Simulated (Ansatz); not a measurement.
This geometry of ClH3Si + FH + FH (9 atoms, charge 0, multiplicity 1) is a first-order saddle point.

Theory: RKS PBE-D4/def2-SVP in Ansatz.

```xyz
9
Properties=species:S:1:pos:R:3
Si -0.413 0.908 -0.650
Cl 1.024 -1.026 -1.028
H -0.207 1.017 -2.139
H -1.847 1.352 -0.519
H 0.551 1.808 0.053
H -0.104 -0.853 1.344
F -0.868 -0.150 0.853
H 1.080 -1.497 0.502
F 0.784 -1.558 1.584
```

Question: Which two structures does it join? (They come from a converged band through this point; their orientation in space is the band's.)

Answer: Bonds broken: Si1–Cl2, H6–F7, H8–F9. Bonds formed: Si1–F7, Cl2–H8, H6–F9. ClH3Si + FH + FH becomes ClH + FH + FH3Si.

First end point:

```xyz
9
Properties=species:S:1:pos:R:3
Si -0.235 0.981 -1.033
Cl 1.134 -0.649 -1.183
H -0.201 1.565 -2.416
H -1.589 0.432 -0.734
H 0.289 1.963 -0.040
H -0.203 -0.698 1.777
F -0.575 0.182 1.714
H 0.823 -1.726 0.525
F 0.557 -2.050 1.389
```

Last end point:

```xyz
9
Properties=species:S:1:pos:R:3
Si -0.719 1.150 -0.538
Cl 2.064 -0.951 -0.772
H -0.711 0.381 -1.818
H -1.891 2.082 -0.476
H 0.556 1.877 -0.264
H -0.195 -1.197 1.332
F -0.980 0.074 0.719
H 1.468 -1.508 0.271
F 0.408 -1.908 1.545
```

Question: How far does it lie above each of them?

Answer: 14.7 kcal/mol above the first and 20.8 kcal/mol above the second. This is the barrier of this one path; another mechanism may lie lower. The orbitals stay closed-shell, which can raise the energy where a bond breaks towards radicals; this wasn't checked here.

The run took 2.3 min on 2 threads of Arm Neoverse V1, on a shared host, peak memory 0.12 GiB.
